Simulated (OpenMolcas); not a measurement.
Ag2+ among 3 point charges of -1.5 e arranged as a planar triangle (D3h).

```yaml
Program: OpenMolcas
Method: "SS-CASPT2, IPEA 0.25 Eh, imaginary shift 0.1 Eh (closed shells correlated: 4s 4p)"
Basis: ANO-RCC-VDZP [6s5p3d1f]
Scalar_Hamiltonian: DKH2, point nucleus
Active_space: 9 electrons in 5 orbitals (4d)
State_averaging: 2S+1 = 2 even, 5 roots
Spin-orbit_coupling: RASSI with atomic mean-field integrals over the reference wave functions
```

All point charges move together. At R = 2.19 Å the first state of the same spin is 6710 cm-1, and at R = 2.45 Å it is 4820 cm-1.

Task: A third run gives 7570 cm-1. What distance was it run at?

Result: With a power law R^-n the two known points give n = -ln(4820 / 6710) / ln(2.45 / 2.19) = 2.95. Then R = 2.19 × (6710 / 7570)^(1/2.95) = 2.102 Å. The run was at 2.1 Å, so the estimate is off by +0.002 Å.

Roots that are degenerate in the reference are averaged as groups; the widest CASPT2 spread within a group is 69 cm-1 (the 2-fold group of multiplicity 2 near 0 cm-1 above the lowest state of its run, R = 2.45). Shifts and gaps below about the spread of the groups concerned are not significant. An orbital doublet at a regular site is open to a Jahn-Teller distortion, which this geometry leaves out. Free-ion shares, where given, are those of the reference states; single-state CASPT2 does not remix them. This is an electrostatic model: the charges have no orbitals. No measured value stands beside these numbers.
